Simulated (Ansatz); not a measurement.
Relaxation of H5OSbSi (8 atoms, charge 0, multiplicity 1), to a largest force component of 0.015 eV/Å in at most 40 steps.

The calculation used RKS LDA/def2-mTZVP in Ansatz.

```xyz
8
Properties=species:S:1:pos:R:3:forces:R:3
O -1.064 -0.125 -0.917 0.02 -1.12 -0.09
Si -0.099 0.819 -0.010 0.06 -0.27 0.02
Sb 1.450 -0.816 1.139 0.69 0.42 0.61
H -1.756 0.241 -1.464 -0.68 0.45 -0.53
H 0.590 1.777 -0.876 0.55 0.47 -0.29
H -0.922 1.606 0.911 -0.23 0.38 0.64
H 1.651 -1.677 -0.297 0.05 -0.14 -0.50
H 0.151 -1.824 1.515 -0.46 -0.19 0.13
```

Q: Where does it end, and by what steps?

A: It converged. After 5 steps the energy has fallen by 0.128 eV; H4 moved furthest, 0.11 Å.

| step | energy less start (eV) | largest force component (eV/Å) | accepted |
| --- | --- | --- | --- |
| 0 | 0.0000 | 1.117 | yes |
| 1 | -0.0321 | 0.685 | yes |
| 2 | -0.1149 | 0.312 | yes |
| 3 | -0.1195 | 0.285 | yes |
| 4 | -0.1272 | 0.054 | yes |
| 5 | -0.1276 | 0.013 | yes |

```xyz
8
Properties=species:S:1:pos:R:3
O -1.141 -0.156 -0.981
Si -0.129 0.763 -0.041
Sb 1.485 -0.789 1.174
H -1.813 0.321 -1.505
H 0.655 1.739 -0.873
H -0.900 1.565 0.971
H 1.700 -1.643 -0.308
H 0.143 -1.800 1.563
```

Time of the run: 11 s on 2 threads of Intel(R) Xeon(R) Platinum 8375C CPU @ 2.90GHz (Ice Lake), on a shared host, peak memory 0.14 GiB.
